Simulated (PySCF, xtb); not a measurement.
C2H6ClGe, SMILES [CH3][Ge]([CH3])[Cl] (connectivity only; charge and spin as stated), charge +1, multiplicity 1.

xtb with GFN2-xTB at its own geometry gives an orbital gap of 4.53 eV.

Coordinates come from a B3LYP-D3(BJ)/def2-SVP optimisation. The spin state was assumed, not searched. The isomer is the one that the SMILES or the coordinates give; other isomers of the formula were not compared.

Question: What does B3LYP/def2-TZVP in PySCF give? (An estimate is asked for; the answer gives what the named calculation found.)

Answer: gap 5.67 eV (levels -13.89 and -8.22 eV).
